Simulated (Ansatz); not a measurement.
Ansatz results at the PBE0-D4/def2-TZVP geometry: HOMO–LUMO gap (PBE/def2-TZVPP) 5.08 eV; HOMO energy (PBE0/def2-TZVPP) -7.64 eV; size of the dipole moment (B3LYP/def2-TZVPP) 0.10 D.

Which molecule gave them?
A. `[SiH2]1[SiH2][GeH2]1`
B. `[SiH2]1[SiH2][SiH2][GeH2][SiH2][SiH2]1`
C. `[GeH2]1[GeH2][GeH2]1`
D. `[SiH2]1[SiH2][SiH2]1`

B. The others give `[SiH2]1[SiH2][SiH2]1`: 3.96, -6.94, 0.00; `[SiH2]1[SiH2][GeH2]1`: 4.08, -6.76, 0.11; `[GeH2]1[GeH2][GeH2]1`: 4.63, -6.74, 0.00.

B3LYP here is the variant with VWN-RPA as its local correlation; programs differ in this.
